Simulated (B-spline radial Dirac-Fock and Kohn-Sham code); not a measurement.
# Elastic and transport cross sections of rhodium for electrons

The computed values come from a B-spline atomic structure program: relativistic (Dirac) partial waves in the static field of the Dirac-Fock atom with Furness-McCarthy exchange, without polarisation or absorption potentials. Below a few hundred eV the neglected polarisation potential matters, most of all at small angles. σ_tr1 and σ_tr2 weight the cross section with 1 − P₁ and 1 − P₂ of cos θ; "backward" is the share scattered beyond 90°.

```
energy (eV)  σ (a₀²)  σ_tr1 (a₀²)  σ_tr2 (a₀²)  σ/σ_tr1  backward (%)
         50     36.2         19.7         22.2     1.84            29
       51.3     36.5         19.4         22.0     1.88            28
       53.7     36.8         18.9         21.6     1.95            26
       75.6     34.1         13.1         16.6     2.61            15
       90.2     30.6         10.6         14.3     2.90            11
        100     28.6         9.52         13.4     3.00           9.2
        102     28.2         9.35         13.2     3.01           9.0
        104        ?            ?            ?        ?             ?
        157     21.4         7.33         9.95     2.92            11
        169     20.5         7.13         9.40     2.88            12
        195     18.9         6.76         8.32     2.80            14
        200     18.7         6.69         8.13     2.79            14
        224     17.6         6.38         7.31     2.75            15
        300     15.0         5.46         5.43     2.75            17
        319     14.5         5.25         5.09     2.77            17
        369     13.5         4.74         4.38     2.84            17
        423     12.6         4.27         3.81     2.95            16
        481     11.8         3.83         3.36     3.09            15
        500     11.6         3.70         3.24     3.13            15
```

Q: Fill in the row for 104 eV.

A: σ = 27.8 a₀², σ_tr1 = 9.20 a₀², σ_tr2 = 13.0 a₀², σ/σ_tr1 = 3.02, backward 8.9 %. The ratio σ/σ_tr1 is roughly the number of elastic collisions that randomise the direction.
